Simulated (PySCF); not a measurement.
# How methods differ on the ionisation energy of V⁺

V⁺ [Ar] 3d4 (5D) → V²⁺ [Ar] 3d3 (4F), as a difference of total energies. All numbers are calculated (PySCF 2.14, scalar relativity by spin-free X2C-1e, in aug-cc-pVDZ-DK (7s6p4d2f, 59 functions)). Correlated levels: valence: [Ar] frozen. The calculations carry no spin-orbit coupling.

| method | ionisation energy (eV) | plus first-order spin-orbit estimate | error of that sum (eV) |
| --- | --- | --- | --- |
| UHF | 13.204 | 13.186 | -1.448 |
| LDA | 15.666 | 15.648 | +1.014 |
| PBE | 15.314 | 15.297 | +0.663 |
| PBE0 | 14.982 | 14.964 | +0.330 |
| r2SCAN | 14.815 | 14.797 | +0.163 |
| revPBE | 15.205 | 15.187 | +0.553 |
| M06-2X | 14.682 | 14.665 | +0.031 |
| LC-wPBE | 15.028 | 15.010 | +0.376 |
| B3LYP | 15.013 | 14.995 | +0.361 |
| MP2 (valence) | 13.894 | 13.876 | -0.758 |
| SCS-MP2 (valence) | 13.434 | 13.416 | -1.218 |

Reference: 14.634 ± 0.007 eV (measured; NIST Atomic Spectra Database, ionization energies).

A first-order spin-orbit estimate (lowest level to lowest level, LS coupling) adds -0.018 eV.

Errors of the correlated levels include the incompleteness of this basis and the frozen core.
